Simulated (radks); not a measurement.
The nuclear charge of neutral calcium is varied continuously with 20 electrons held in [Ar] 4s2. Calculated with a radial shooting solver on a logarithmic mesh with Libxc functionals: scalar-relativistic Kohn-Sham, PBE, spin-polarised, spherical densities, finite nucleus; Fermi nuclear charge, rms radius 3.4776 fm. By the Hellmann-Feynman theorem dE/dZ = E(electron-nucleus)/Z, the electronic potential at the nucleus (averaged over a nucleus of fixed radius). The scalar-relativistic energy here is not variational (the density holds large components alone), so the two differ by a part that grows with Z.

| Z | E (hartree) | E(electron-nucleus)/Z (hartree) | HOMO | e(HOMO) (eV) | <r> HOMO (bohr) |
|---|---|---|---|---|---|
| 19.8 | -664.26313 | -79.7470 | 4s | -2.576 | 4.292 |
| 19.9 | -672.26755 | -80.2673 | 4s | -3.156 | 4.149 |
| 20 | -680.32405 | -80.7871 | 4s | -3.766 | 4.020 |
| 20.1 | -688.43258 | -81.3066 | 4s | -4.405 | 3.902 |
| 20.2 | -696.59313 | -81.8258 | 4s | -5.071 | 3.794 |
| 20.3 | -704.80565 | -82.3447 | 4s | -5.764 | 3.695 |
| 20.4 | -713.07012 | -82.8634 | 4s | -6.482 | 3.602 |
| 20.5 | -721.38653 | -83.3818 | 4s | -7.226 | 3.516 |
| 20.6 | -729.75485 | -83.9001 | 4s | -7.995 | 3.436 |
| 20.7 | -738.17507 | -84.4182 | 4s | -8.787 | 3.361 |
| 20.8 | -746.64718 | -84.9362 | 4s | -9.603 | 3.290 |
| 20.9 | -755.17116 | -85.4541 | 4s | -10.442 | 3.223 |
| 21 | -763.74701 | -85.9719 | 4s | -11.305 | 3.160 |

The central difference of E at Z = 20 is -80.825 hartree, to compare with the third column; the second derivative is -5.2 hartree.
